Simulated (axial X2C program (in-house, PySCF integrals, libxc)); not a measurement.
**Potential curves of SiSe⁺, with spin–orbit coupling**

Calculated with an in-house relativistic program for diatomic molecules. Two-component (2c) means X2C with spin–orbit coupling and atomic mean-field two-electron Coulomb and Gaunt terms. Basis: Se dyall-cv3z [8s9p6d4f1g], Si dyall-v3z [8s7p2d1f] (cores contracted in-house); Gaussian nuclei, density fitting, unrestricted open shells. Masses: Se 79.917 u, Si 27.977 u.

State: Ω = 3/2 (⟨Sz⟩ = 0.50, ⟨Lz⟩ = 1.00 at B3LYP). Energies in eV from the fragments at the same level (Se + Si+). Fits are polynomials in 1 − R0/R over 0.85 to 1.23 times the lowest point R0.

| R (Å) | B3LYP |
| --- | --- |
| 1.9227 | -2.6071 |
| 2.0111 | -3.2226 |
| 2.0774 | -3.4942 |
| 2.1437 | -3.6429 |
| 2.2100 | -3.6970 |
| 2.2873 | -3.6695 |
| 2.3647 | -3.5700 |
| 2.4642 | -3.3692 |
| 2.5857 | -3.0554 |
| 2.7625 | -2.5435 |

Occupations by symmetry block were frozen at the best pattern of an incomplete PBE0 search. De is counted from the lowest determinant-based energies of the atoms at the same level, without counterpoise correction. Density functionals use the spin component along the axis (collinear). A 2c atom that is not at its ground J level misses part of its spin–orbit lowering, and De is too large by that part (0.04 eV or less for light atoms). This holds for B3LYP. Other states lie close and PBE0, whose exact exchange favours high spin, may order them wrongly; the determinant shown need not be the ground state. The nearest other 2c determinant of the search, Ω = 1/2, lies 0.17 eV up at the distance of the search. Without a current term, density functionals place determinants with orbital angular momentum somewhat too high.

(1) What are Re, ωe and De at the B3LYP level?

## Answers

(1) At B3LYP, 2c: Re = 2.224 Å, ωe ≈ 452 cm⁻¹, De = 3.70 eV to Se + Si+; Be follows as 0.165 cm⁻¹.
